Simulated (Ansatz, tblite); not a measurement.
Cost and result up the ladder for Li₅N₂ (the lowest doublet isomer of a short search) (7 atoms). Charge 0, multiplicity 2. Geometry: B3LYP-D4/def2-TZVP.

```
atom   x (Å)   y (Å)   z (Å)
 Li1  -0.944  -0.922   1.062
 Li2  -1.254  -0.871  -1.869
 Li3  -0.478   1.575  -0.412
 Li4   1.423  -0.652  -0.651
 Li5   1.254   0.868   1.870
  N6  -0.378  -0.261  -0.565
  N7   0.378   0.264   0.564
```

Ansatz on 4 threads of Arm Neoverse V2 on a shared host; xTB runs through tblite on one thread. Times are rough, summed over both states, and most runs start from the orbitals of an earlier one. PBE0-D4/def2-TZVP serves as the yardstick here, not as an exact answer. The other state is a singlet.

The xTB rows come from tblite. Correlated methods freeze 2 core orbitals; core or outer-core shells of Li are correlated, in sets that lack core-valence functions. In CCSD on the charge 0 doublet the largest single amplitude is 0.37, so its Hartree–Fock determinant may place the open shell otherwise than the density functionals do. The structure comes from a short search, and lower isomers may exist.

Run but left out: HF/def2-TZVPP, MP2/def2-TZVPP (doublet: a determinant that CCSD turns far, T1 0.060).

Correlated methods converge slowly with the basis.

Raw xTB energies of ions are shifted by several eV, and xTB has no spin-polarisation term.

```
                          level  functions  wall time  vertical IE (eV)  difference from PBE0-D4/def2-TZVP (eV)                     remarks
                       GFN1-xTB         28    0.007 s             10.16                                    6.78                           –
                       GFN2-xTB         28    0.019 s              7.15                                    3.76                           –
               PBE-D4/def2-TZVP        132      2.9 s              3.59                                    0.20                           –
PBE0-D4/def2-TZVP (with forces)        132      3.5 s              3.39                                    0.00                           –
            r2SCAN-D4/def2-TZVP        132      5.9 s              3.46                                    0.07                           –
             CCSD(T)/def2-TZVPP        157    1.9 min              3.23                                   -0.16  large T1 (0.060) (doublet)
```
